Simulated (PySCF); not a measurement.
def2 core potentials replace the inner electrons of Sn.

Excitations are Tamm–Dancoff values on a coarser integration grid. The basis has no diffuse functions, so Rydberg states are missing or too high.

Z-matrix (Å, degrees):
```
Sn
O 1 1.9781
C 2 1.4011 1 122.77
H 3 1.1038 2 108.84 1 156.61
H 3 1.1051 4 107.73 2 122.90
H 3 1.1073 4 107.34 5 115.64
O 1 1.9872 2 102.11 3 -31.81
C 7 1.3994 1 121.51 2 158.79
H 8 1.1035 7 108.70 1 -165.53
H 8 1.1069 9 107.46 7 -122.87
H 8 1.1082 9 107.14 10 -115.13
O 1 1.9884 2 109.88 3 79.79
C 12 1.3987 1 121.21 2 -42.00
H 13 1.1037 12 108.80 1 -177.36
H 13 1.1072 14 107.34 12 122.25
H 13 1.1079 14 107.22 15 115.18
C 1 2.1418 2 107.52 3 -161.73
H 17 1.0992 1 106.28 2 149.63
C 17 1.5432 18 112.21 1 -119.13
H 19 1.1006 17 113.89 18 88.48
H 19 1.1038 20 107.13 17 120.59
C 19 1.5254 20 113.67 21 121.10
H 22 1.1003 19 113.10 20 -72.61
H 22 1.1048 23 107.42 19 -121.61
C 22 1.5256 23 113.63 24 -121.71
H 25 1.1000 22 113.46 23 73.09
H 25 1.1031 26 107.20 22 120.80
C 25 1.5362 26 112.43 27 121.31
H 28 1.1002 25 112.52 26 -88.93
H 28 1.1010 29 106.73 25 -120.12
```
Charge 0, multiplicity 1.

Give the HOMO–LUMO gap, total energy, HOMO, brightest of the four lowest singlets (TDA), T1 excitation (TDA), LUMO, S1 excitation (TDA) and S1–T1 gap (TDA) at the level CAM-B3LYP-D3(BJ)/def2-SVP // PBE0-D3(BJ)/def2-SVP (PySCF).


```json
{
 "HOMO–LUMO gap": "9.16 eV",
 "total_energy": "-754.9913 Ha",
 "HOMO": "-8.66 eV",
 "brightest of the four lowest singlets (TDA)": "6.49 eV",
 "T1 excitation (TDA)": "5.01 eV",
 "LUMO": "0.51 eV",
 "S1 excitation (TDA)": "5.72 eV",
 "S1–T1 gap (TDA)": "0.71 eV"
}
```
